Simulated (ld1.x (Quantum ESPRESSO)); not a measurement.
# hafnium (Hf), PAW: configuration errors across variants

Hf (Z = 72), PAW, made with ld1.x (Quantum ESPRESSO) 7.5 (LDA (PZ), scalar-relativistic). Core [Kr] 4d10 4f14, reference 5s2 5p6 5d2 6s0 6p0 (charge +2). Waves: 5s (bound): rcut 1.60, rcutus 2.10 bohr; 6s (bound, empty): rcut 1.60, rcutus 2.10 bohr; 5p (bound): rcut 1.95, rcutus 2.60 bohr; 6p (bound, empty): rcut 1.95, rcutus 2.60 bohr; 5d (bound): rcut 2.00, rcutus 2.20 bohr; 5d channel at 2.95 Ry: rcut 2.00, rcutus 2.20 bohr. Local part: all-electron potential smoothed inside 1.75 bohr (lloc = -1). Core correction: Bessel-smoothed model core inside 2.05 bohr. Augmentation charge: GAUSS, radius 1.65 bohr.

All-electron excitation energies from the reference (eV): (1) 5s2 5p6 5d2 6s2 6p0 -22.701; (2) 5s2 5p6 5d2 6s1 6p0 -14.502; (3) 5s2 5p6 5d1 6s0 6p0 22.102; (4) 5s2 5p6 5d3 6s0 6p0 -12.469.

The overlap operator is not positive definite (basis up to 400 Ry) in “local potential all-electron potential smoothed inside 1.02 bohr (lloc = -1)”, “local potential all-electron potential smoothed inside 2.24 bohr (lloc = -1)”. Such files are unfit for use, however small their errors in these radial tests.

Errors AE − PS in meV (a dash: test not solved or not reliable):

```csv
change,(1),(2),(3),(4),bound ghosts
base,+7.3,+3.8,-40,-11,none
local potential all-electron potential smoothed inside 1.02 bohr (lloc = -1),-0.1,+1.9,-44,-13,not determined (overlap not positive)
local potential all-electron potential smoothed inside 1.36 bohr (lloc = -1),+4.9,+3.1,-39,-11,none
local potential all-electron potential smoothed inside 1.86 bohr (lloc = -1),+8.6,+4.3,-40,-11,none
local potential all-electron potential smoothed inside 2.24 bohr (lloc = -1),–,–,–,–,not determined (overlap not positive)
local potential all-electron potential smoothed inside 2.94 bohr (lloc = -1),–,–,–,–,none
```

Problem. Give the same row for: local potential all-electron potential smoothed inside 2.54 bohr (lloc = -1).

Solution. +20, +7.5, -41, -13; bound ghosts: none.
